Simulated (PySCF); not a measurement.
From one molecule to another.

First species: C₆H₁₄NP.
SMILES: `NP1CCCCCC1`

Second species: C₈H₄F₄O.
Structure used (GFN2-xTB), in Å, numbered top down from 1:
```
atom  x, y, z in Å
O1    -2.7534    1.0660   -0.0717
C2    -1.6715    1.4438    0.2067
F3    -1.5232    2.7353    0.6367
C4    -0.3717    0.7478    0.1782
C5     0.7834    1.4312    0.5604
C6     2.0165    0.8058    0.5449
C7     2.1153   -0.5153    0.1463
C8     0.9792   -1.2107   -0.2373
C9    -0.2621   -0.5934   -0.2254
C10   -1.4702   -1.3974   -0.6518
F11   -2.0790   -0.8843   -1.7271
F12   -2.3770   -1.5227    0.3242
F13   -1.1318   -2.6543   -0.9936
H14    0.7083    2.4613    0.8714
H15    2.8977    1.3512    0.8447
H16    3.0730   -1.0116    0.1315
H17    1.0594   -2.2406   -0.5481
```

Levels: PBE0/pcSseg-1 for HOMO energy, LUMO energy and HOMO–LUMO gap. Geometries: GFN2-xTB. All species are isolated and taken at one optimised geometry, non-relativistic unless stated. Electronic properties by PySCF.

Dipoles, sizes and rotational constants follow the conformer. The torsions of the flexible species, by atom-mapped SMILES:
- `[O:1]=[C:2]([F:3])[c:4]1[cH:5][cH:6][cH:7][cH:8][c:9]1[C:10]([F:11])([F:12])[F:13]`: O1–C2–C4–C5 180°, C8–C9–C10–F11 -119°

The conformers of `NP1CCCCCC1` aren't listed.

```
     property  column X  column Y
  HOMO energy  -8.61 eV  -5.72 eV
  LUMO energy  -2.52 eV   0.95 eV
HOMO–LUMO gap   6.09 eV   6.67 eV
```

Q: Which column belongs to which species?

A: Column X is the second species and column Y the first. The first has 22 atoms and 72 electrons, the second 17 and 96.

Q: How does each property change from the first species to the second?

A: HOMO energy -2.89 eV; LUMO energy -3.47 eV; HOMO–LUMO gap -0.58 eV.

